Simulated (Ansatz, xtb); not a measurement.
## Ranking isomers of C3H7ClOSi

7 gas-phase structures of C3H7ClOSi, from a drawn sample of its isomers (lower ones may exist). Each was relaxed with GFN2-xTB; where two conformers were screened, the lower at r2SCAN-D4/def2-SVP is listed:

A. `C=C[Si@H](Cl)OC`, a singlet
B. `C/C(=C\Cl)O[SiH3]`, a singlet
C. `C/C=C(/Cl)O[SiH3]`, a singlet
D. `C=CCO[SiH2]Cl`, a singlet
E. `Cl[SiH2]OC1CC1`, a singlet
F. `C/C=C(\Cl)O[SiH3]`, a singlet
G. `Cl[C@@H]1CO[SiH2]C1`, a singlet

Estimate their order in r2SCAN-D4/def2-SVP energy at these geometries, lowest first.

Calculated order at r2SCAN-D4/def2-SVP: A (0.000), E (0.421), D (0.432), G (0.778), C (1.554), F (1.561), B (1.684) eV. Less than 1 kcal/mol parts E and D; C and F, so the order within those pairs means little.

Energies above the lowest of each column, in eV; the last columns are at B3LYP-D3(BJ)/def2-SVP geometries and were run for some of them only (a dash: not run or not comparable):

```
structure  GFN2-xTB  HF/STO-3G  r2SCAN-D4/def2-SVP  B3LYP-D3(BJ)/def2-SVP  CCSD(T)/def2-SVP + ΔMP2/def2-TZVPP
        A     0.842      0.251               0.000                  0.000                               0.000
        E     0.000      0.393               0.421                  0.510                               0.592
        D     0.328      0.870               0.432                  0.286                               0.337
        G     0.647      0.000               0.778                  0.863                                   –
        C     0.827      1.760               1.554                      –                                   –
        F     0.821      1.789               1.561                      –                                   –
        B     0.944      2.000               1.684                      –                                   –
```

CCSD(T)/def2-SVP + ΔMP2/def2-TZVPP puts A lowest of those it was run on; GFN2-xTB picks E, HF/STO-3G picks G. CCSD(T)/def2-SVP + ΔMP2/def2-TZVPP orders those it was run on as A (0.000), D (0.337), E (0.592) eV. Flexible structures stand in one conformer each, not always the lowest. Frequencies (GFN2-xTB) were run for A, D, E alone. The ΔMP2 step shifts differences by up to 0.145 eV, which makes them less sure. ΔMP2 is the change of the MP2 energy from the smaller to the larger basis.

Over these structures GFN2-xTB departs from r2SCAN-D4/def2-SVP by 0.421 eV on average once a common shift is removed. A GFN2-xTB relaxation took about 0.17 s and the r2SCAN-D4/def2-SVP energy about 2.9 s on a shared host (Ansatz 0.2.0, xtb 6.7.1).
